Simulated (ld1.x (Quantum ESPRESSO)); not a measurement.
## silicon (Si): one change to an ultrasoft potential, before and after

```json
{"Element": "Si", "Generator": "ld1.x (Quantum ESPRESSO) 7.5", "Type": "ultrasoft", "Functional": "LDA (PZ)", "Relativity": "scalar-relativistic", "Frozen core": "[Ne]", "Valence charge": "4", "Reference configuration": "3s2 3p0.5 (charge +1.5)", "Partial waves": "3s (bound): rcut 1.30, rcutus 1.65 bohr; 3s channel at 2.2 Ry: rcut 1.30, rcutus 1.65 bohr; 3p (bound): rcut 1.25, rcutus 1.45 bohr; 3p channel at -0.8 Ry: rcut 1.25, rcutus 1.45 bohr", "Local potential": "all-electron potential smoothed inside 1.55 bohr (lloc = -1)", "Core correction": "none", "Augmentation charge": "PSQ, radius 1.30 bohr"}
```

Change: local potential all-electron potential smoothed inside 1.30 bohr (lloc = -1).

Cutoffs: the cutoffs (Ry, on a coarse ladder) from which the occupation-weighted sum of valence levels, in a spherical-Bessel basis at the reference potential, stays within 10 and 1 mRy of its value at 400 Ry; they do not see the model core or the augmentation charge, which bear on the density cutoff. Errors are all-electron minus pseudo energies relative to the spin-unpolarised reference configuration.

Problem. What does the change do?

Solution. The potential gets softer (12 Ry and 18 Ry → 12 Ry and 15 Ry); both files keep a bound ghost (p); the errors of the 9 common tests hardly move.

```csv
quantity,base,changed
"cutoff, loose",12 Ry,12 Ry
"cutoff, tight",18 Ry,15 Ry
bound ghosts,p,p
"error for 3s2 3p2, meV [ΔE -14.77 eV]",+9.5,+9.5
"error for 3s2 3p1, meV [ΔE -6.94 eV]",+2.4,+2.4
"error for 3s2 3p0, meV [ΔE 9.17 eV]",+3.9,+3.9
"error for 3s2 3p1.5, meV [ΔE -11.81 eV]",+6.4,+6.4
"error for 3s2 3p2.3, meV [ΔE -15.73 eV]",+10,+10
"error for 3s1 3p3, meV [ΔE -7.97 eV]",+8.0,+8.1
"error for 3s0 3p4, meV [ΔE -0.99 eV]",+19,+19
"error for 3s2 3p0.5 (spin-polarised), meV [ΔE -0.06 eV]",+7.0,+7.0
"error for 3s2 3p2 (spin-polarised), meV [ΔE -15.38 eV]",+60,+60
s: phases at 1.81 bohr within 0.05 rad from the reference energy up to (Ry; the scan ends near 5),to the end of the scan,to the end of the scan
p: phases at 1.81 bohr within 0.05 rad from the reference energy up to (Ry; the scan ends near 5),to the end of the scan,n/a
lowest overlap eigenvalue by channel,"s 0.49, p 0.79","s 0.47, p 0.79"
```

 A true bound ghost makes a file unfit for plane-wave use even where its test errors are small: the radial tests pick states by their node count and pass the ghost by.
